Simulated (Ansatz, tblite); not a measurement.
Forces on Si(CN)2H2 (C2H2N2Si) at its r2SCAN-D4/def2-SVP geometry. Total charge 0; singlet.

The xTB rows come from tblite.

GFN1-xTB (tblite), largest force 0.66 eV/Å:

```xyz
7
positions Å, forces eV/Å
Si   -0.560   -0.135   -0.108   -0.564   -0.135   -0.108
C     0.714    0.340   -1.362    0.436    0.166   -0.473
N     1.505    0.637   -2.163   -0.428   -0.162    0.446
C     0.262   -0.103    1.549    0.269    0.000    0.608
N     0.765   -0.089    2.599   -0.270   -0.004   -0.579
H    -1.030   -1.512   -0.390    0.164    0.501    0.102
H    -1.656    0.862   -0.126    0.392   -0.366    0.005
```

GFN2-xTB (tblite), largest force 2.64 eV/Å:

```
Si -0.966 -0.232 -0.185
C 1.855 0.681 -1.750
N -1.590 -0.594 1.595
C 1.221 0.054 2.339
N -1.018 -0.029 -2.095
H 0.187 0.295 0.074
H 0.311 -0.174 0.022
```

PBE0-D4/def2-TZVP (Ansatz), largest force 1.57 eV/Å:

```
Si 0.026 0.007 0.005
C 0.932 0.343 -0.898
N -1.076 -0.401 1.071
C 0.608 0.022 1.193
N -0.692 -0.021 -1.410
H 0.073 0.132 0.031
H 0.129 -0.083 0.007
```
